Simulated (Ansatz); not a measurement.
Mulliken charges of `[NH2][GaH][CH2]S` from ωB97M-V/def2-TZVPP in Ansatz (PBE0-D4/def2-TZVP geometry).

```json
{"atom": "N1", "x (Å)": "-1.762", "y (Å)": "1.015", "z (Å)": "-0.438", "charge (e)": "-0.363"}
{"atom": "Ga2", "x (Å)": "-0.096", "y (Å)": "0.744", "z (Å)": "0.228", "charge (e)": "0.295"}
{"atom": "C3", "x (Å)": "0.518", "y (Å)": "-1.104", "z (Å)": "0.525", "charge (e)": "-0.363"}
{"atom": "S4", "x (Å)": "1.811", "y (Å)": "-1.357", "z (Å)": "-0.734", "charge (e)": "-0.167"}
{"atom": "H5", "x (Å)": "-2.410", "y (Å)": "0.278", "z (Å)": "-0.657", "charge (e)": "0.111"}
{"atom": "H6", "x (Å)": "-2.102", "y (Å)": "1.912", "z (Å)": "-0.740", "charge (e)": "0.115"}
{"atom": "H7", "x (Å)": "0.832", "y (Å)": "1.982", "z (Å)": "0.448", "charge (e)": "-0.020"}
{"atom": "H8", "x (Å)": "-0.268", "y (Å)": "-1.818", "z (Å)": "0.272", "charge (e)": "0.131"}
{"atom": "H9", "x (Å)": "0.895", "y (Å)": "-1.350", "z (Å)": "1.517", "charge (e)": "0.144"}
{"atom": "H10", "x (Å)": "2.582", "y (Å)": "-0.302", "z (Å)": "-0.420", "charge (e)": "0.115"}
```

Task: By hand: the dipole of these point charges (1 e Å = 4.8032 D).

Result: Σ q r = (-0.014, 0.222, 0.197) e Å, of length 0.297 e Å = 1.43 D.

Task: How does the dipole of the full density compare? (Best estimate.)

Result: The calculation gave: (-0.264, 0.084, 0.147) e Å, 1.51 D; the point charges give 0.95 times that, at 57° from its direction.

Point charges leave out the atoms' own dipoles, such as those of lone pairs, and Mulliken's split depends on the basis, so the two needn't agree.
